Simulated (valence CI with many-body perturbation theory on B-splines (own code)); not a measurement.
Se2+: electric-dipole lines

Method: relativistic CI+MBPT: four valence electrons over a frozen Dirac-Fock core [Ar] 3d10, radial functions for each j: 11 s, 11 p, 9 d, 7 f, 5 g, 2 h, 1 i, with the one-electron correlation potential Σ1, the two-electron term Σ2, the three-electron term Σ3, Breit, model QED; selected CI, second order for the rest, scaled by the run's own slope (own B-spline code, finite nucleus).

Set against measurement, 29 paired levels are off by 223 cm⁻¹ on average, the worst by 778. These come from a selection out of Moore, Atomic Energy Levels, vol. II, NSRDS-NBS 35 (1971 reprint of NBS Circular 467, 1952), an old analysis. Levels without a partner in it may be off by more. Among the levels kept, up to 460 cm⁻¹ of a level comes from second order outside the variational space, and about a tenth of that is noise between levels of different J, which matters for small intervals.

Lines 201 to 250 of 280 in falling wavelength, among levels below 202452 cm⁻¹, chosen from the strongest by gf and those to the six lowest levels. Wavelengths and rates use the calculated energies, so an error of 200 cm⁻¹ moves a line at 770.3 Å by 0.15 % and its rate by three times that or more. Electric multipoles are in the length gauge, E1 and E2 with the static RPA response of the core. Weak lines are less certain than strong ones. Lines between different terms over intervals too small for the method are left out, as are lines whose strength nearly cancels. Where a level lies close to another of its J and parity, the split of strength between their lines is uncertain. The highest levels of a list are the least certain.

Names give the largest LS component (configuration and term), which can be under half, so a name can repeat, a term be missing and a line seem to break the LS rules; names also repeat where a configuration has a term twice. Letters in brackets count levels of one name in rising energy.

```csv
λ vac (Å),λ from measured levels,Upper,Lower,A (s⁻¹),log gf,Branch %
771.9,,4s2 4p 4d 3D°_2,4s2 4p2 1D_2,1.93e+07,-2.06,0.2
771.8,,4s2 4p 6p 3P_1,4s 4p3 5S°_2,2.95e+06,-3.10,0.7
771.8,,4s2 4p 4d 3P°_1,4s2 4p2 1D_2,6.04e+08,-0.79,6.3
771.0,,4s2 4p 4d 1P°_1,4s2 4p2 1S_0,1.02e+10,0.44,89.9
770.3,769.7,4s2 4p 5s 1P°_1,4s2 4p2 3P_1,9.56e+07,-1.59,4.2
760.1,759.6,4s2 4p 5s 1P°_1,4s2 4p2 3P_0,3.45e+08,-1.05,15.2
753.8,,4s2 4p 6p 1P_1,4s 4p3 5S°_2,7.18e+06,-2.74,2.5
751.9,,4s 4p3 3S°_1,4s2 4p2 3P_2,4.80e+09,0.09,45.8
750.5,,4s2 4p 6p 3P_2,4s 4p3 5S°_2,9.04e+06,-2.42,2.6
750.2,,4s2 4p 6p 3D_3,4s 4p3 5S°_2,1.18e+06,-3.16,0.8
745.8,,4s2 4p 6p 3S_1,4s 4p3 5S°_2,2.54e+07,-2.20,21.2
745.4,,4s 4p2 4d 5D_1,4s 4p3 5S°_2,1.09e+08,-1.57,43.4
741.9,,4s 4p3 1D°_2,4s2 4p2 1D_2,1.26e+10,0.72,98.9
739.7,,4s 4p3 3S°_1,4s2 4p2 3P_1,2.50e+09,-0.21,23.8
739.7,,4s2 4p 4d 3D°_1 [a],4s2 4p2 3P_2,4.27e+08,-0.98,3.9
738.9,,4s2 4p 4d 3P°_2,4s2 4p2 3P_2,5.51e+08,-0.65,5.8
737.6,,4s2 4p 4d 1F°_3,4s2 4p2 1D_2,1.20e+10,0.84,99.9
731.9,,4s2 4p 4d 3D°_1 [b],4s2 4p2 3P_2,1.25e+09,-0.52,10.7
730.3,,4s 4p3 3S°_1,4s2 4p2 3P_0,5.14e+08,-0.91,4.9
727.9,,4s2 4p 4d 3D°_1 [a],4s2 4p2 3P_1,1.49e+08,-1.45,1.4
727.2,,4s2 4p 4d 3P°_2,4s2 4p2 3P_1,8.77e+09,0.54,92.9
724.8,,4s2 4p 4d 3D°_3,4s2 4p2 3P_2,1.29e+10,0.85,99.8
721.3,,4s2 4p 4d 3D°_2,4s2 4p2 3P_2,8.66e+09,0.53,76.5
721.2,,4s2 4p 4d 3P°_1,4s2 4p2 3P_2,5.04e+09,0.07,52.6
720.3,,4s2 4p 4d 3D°_1 [b],4s2 4p2 3P_1,5.95e+09,0.14,50.8
718.8,,4s2 4p 4d 3D°_1 [a],4s2 4p2 3P_0,9.00e+09,0.32,81.8
712.4,,4s2 4p 4d 3P°_0,4s2 4p2 3P_1,8.28e+09,-0.20,100.0
711.4,,4s2 4p 4d 3D°_1 [b],4s2 4p2 3P_0,1.93e+09,-0.36,16.4
710.1,,4s2 4p 4d 3D°_2,4s2 4p2 3P_1,2.65e+09,0.00,23.4
710.0,,4s2 4p 4d 3P°_1,4s2 4p2 3P_1,3.89e+09,-0.05,40.7
701.3,,4s2 4p 4d 3P°_1,4s2 4p2 3P_0,2.40e+07,-2.27,0.3
695.1,,4s 4p3 1D°_2,4s2 4p2 3P_2,6.62e+07,-1.62,0.5
691.3,,4s2 4p 4d 1F°_3,4s2 4p2 3P_2,1.82e+07,-2.04,0.2
690.7,,4s2 4p 4d 1P°_1,4s2 4p2 1D_2,1.14e+09,-0.61,10.1
684.7,,4s 4p3 1D°_2,4s2 4p2 3P_1,7.19e+07,-1.60,0.6
629.6,,4s2 4p 6s 3P°_1,4s2 4p2 1S_0,5.07e+07,-2.04,2.9
615.5,,4s2 4p 5d 3D°_1,4s2 4p2 1S_0,2.01e+07,-2.47,0.7
611.3,,4s2 4p 6s 1P°_1,4s2 4p2 1S_0,2.55e+08,-1.37,11.6
600.4,,4s2 4p 5d 3P°_1,4s2 4p2 1S_0,1.27e+07,-2.69,0.6
589.5,,4s2 4p 5d 1P°_1,4s2 4p2 1S_0,2.30e+09,-0.45,79.4
575.0,,4s2 4p 6s 3P°_1,4s2 4p2 1D_2,2.39e+08,-1.45,13.7
571.1,570.1,4s2 4p 5d 3F°_2,4s2 4p2 1D_2,1.95e+08,-1.32,21.6
567.1,566.2,4s2 4p 5d 3F°_3,4s2 4p2 1D_2,1.40e+08,-1.33,11.7
565.9,,4s2 4p 5d 3P°_2 [a],4s2 4p2 1D_2,2.95e+08,-1.15,12.0
563.2,,4s2 4p 5d 3D°_1,4s2 4p2 1D_2,2.03e+08,-1.54,7.3
561.6,,4s2 4p 6s 3P°_2,4s2 4p2 1D_2,1.99e+08,-1.33,14.1
559.7,558.3,4s2 4p 6s 1P°_1,4s2 4p2 1D_2,9.76e+08,-0.86,44.2
555.5,554.7,4s2 4p 5d 1D°_2,4s2 4p2 1D_2,5.93e+08,-0.86,28.2
551.1,550.4,4s2 4p 5d 3P°_2 [b],4s2 4p2 1D_2,2.00e+08,-1.34,9.5
550.5,549.7,4s2 4p 5d 3P°_1,4s2 4p2 1D_2,6.15e+06,-3.08,0.3
```

Problem. How does gf follow from A for the line at 555.5 Å?

Solution. gf = 1.4992 × (2J+1)_upper × A / σ², with σ = 180006 cm⁻¹ and 2J+1 = 5: gf = 0.137.
